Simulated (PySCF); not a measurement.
ORD: `InChI=1S/C5H11NS/c1-3(6)4-2-5(4)7/h3-5,7H,2,6H2,1H3/t3-,4+,5-/m0/s1`

Geometry (Å), atoms numbered from 1 in this order:
```xyz
18

C    -1.0024    1.6908   -0.3295
C    -0.9376    0.1655   -0.3528
N    -2.1751   -0.3690    0.1945
C     0.2981   -0.3240    0.3896
C     0.8579   -1.6890    0.1185
C     1.6010   -0.4710   -0.3348
S     3.1390   -0.0522    0.5077
H    -1.0310    2.0503    0.6973
H    -1.9022    2.0245   -0.8376
H    -0.1332    2.1151   -0.8253
H    -0.8811   -0.1762   -1.3942
H    -2.1526   -1.3830    0.1959
H    -2.2952   -0.0597    1.1538
H     0.3543    0.0238    1.4161
H     1.2644   -2.2502    0.9463
H     0.3907   -2.3008   -0.6397
H     1.6399   -0.2561   -1.3942
H     2.9563    1.2676    0.4767
```

Computed with TDDFT wB97X-D/aug-cc-pVDZ circular dichroism and optical rotation, one conformer, gas phase (PySCF). Geometry: GFN2-xTB.

The molecule is flexible and this is one conformer; a measurement averages over conformers.

Stereocentres: C2 S, C4 R, C6 S.

Q: Give the optical rotatory dispersion at 633, 589.3, 546, 436, 405, 365, 355 nm.

A: [α] in deg dm⁻¹ (g/mL)⁻¹:
```csv
λ (nm),origin-invariant length gauge,modified velocity gauge,length gauge (centre of mass),isotropic polarisability (au)
633,-5.9,-10.8,-5.8,92.3
589.3,-7.6,-13.4,-7.5,92.6
546,-10.2,-17.0,-10.1,93.1
436,-25.7,-37.4,-25.7,94.9
405,-36.0,-50.0,-36.1,95.8
365,-60.0,-78.6,-60.3,97.3
355,-69.4,-89.5,-69.8,97.8
```

Q: And for the mirror image at 589.3 nm?

A: +7.6 deg dm⁻¹ (g/mL)⁻¹ (origin-invariant length gauge): the same size and the opposite sign.

Q: What is the molar rotation [Φ] = [α]·M/100 of the geometry above at 589.3 nm?

A: With M = 117.21 g/mol, -8.9 deg cm² dmol⁻¹ (origin-invariant length gauge).

The first excitation lies at 5.57 eV (223 nm) with R = -3.9 × 10⁻⁴⁰ esu² cm² (velocity form).
